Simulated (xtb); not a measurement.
A run for xtb: GFN2-xTB on H4PbSSi (SMILES [SiH3][Pb][SH]), a point of a torsion scan.

```
$ xtb mol.xyz --gfn 2 --sp --chrg 0 --uhf 0
7

Si    -1.37167755    -0.12371262    -0.04593179
Pb     0.96117083     1.15276689    -0.38956628
S      0.46584794     1.70480203    -2.79746928
H     -1.58495436    -1.27531288    -0.92104047
H     -2.56357369     0.70390413    -0.22567366
H     -1.53203472    -0.67783313     1.30557571
H      1.57520738     2.36076401    -3.10786424
```

Task: Predict the final total energy.

Result: -9.3509 hartree.
